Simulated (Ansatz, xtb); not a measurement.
## Isomers of C4H7NSSi2 in order of energy

4 gas-phase structures of C4H7NSSi2, from a drawn sample of its isomers (lower ones may exist). Each was relaxed with GFN2-xTB; where two conformers were screened, the lower at r2SCAN-D4/def2-SVP//GFN2-xTB is listed:

A. `C#C[Si@H](C#N)S[SiH2]C`, a singlet
B. `CC#C[SiH2]S[SiH2]C#N`, a singlet
C. `N#CC1([SiH2]S[SiH3])C=C1`, a singlet
D. `N#CCC#C[SiH2]S[SiH3]`, a singlet

Problem. Estimate their order in r2SCAN-D4/def2-SVP//GFN2-xTB energy at these geometries, lowest first.

Solution. Calculated order at r2SCAN-D4/def2-SVP//GFN2-xTB: B (0.0), A (3.3), D (82.1), C (160.3) kJ/mol. Less than 1 kcal/mol parts B and A, so the order within that pair means little. CCSD(T)/def2-SVP + ΔMP2/def2-TZVPP after further relaxation puts A lowest instead.

Energies above the lowest of each column, in kJ/mol; the last columns are at r2SCAN-D4/def2-SVP geometries and were run for some of them only (a dash: not run or not comparable):

```tsv
structure	GFN2-xTB	HF/STO-3G	r2SCAN-D4/def2-SVP//GFN2-xTB	r2SCAN-D4/def2-SVP	CCSD(T)/def2-SVP + ΔMP2/def2-TZVPP
B	24.6	10.9	0.0	0.0	10.9
A	92.3	0.0	3.3	3.1	0.0
D	0.0	96.8	82.1	78.4	90.2
C	88.9	247.0	160.3	–	–
```

CCSD(T)/def2-SVP + ΔMP2/def2-TZVPP puts A lowest of those it was run on; GFN2-xTB picks D, r2SCAN-D4/def2-SVP//GFN2-xTB picks B, r2SCAN-D4/def2-SVP picks B. CCSD(T)/def2-SVP + ΔMP2/def2-TZVPP orders those it was run on as A (0.0), B (10.9), D (90.2) kJ/mol. Flexible structures stand in one conformer each, not always the lowest. Frequencies (GFN2-xTB) were run for A, B, D alone. The ΔMP2 step shifts differences by up to 18.3 kJ/mol, which makes them less sure. ΔMP2 is the change of the MP2 energy from the smaller to the larger basis.

Over these structures GFN2-xTB departs from r2SCAN-D4/def2-SVP//GFN2-xTB by 66.8 kJ/mol on average once a common shift is removed. A GFN2-xTB relaxation took about 0.35 s and the r2SCAN-D4/def2-SVP//GFN2-xTB energy about 2.5 s on a shared host (Ansatz 0.2.0, xtb 6.7.1).
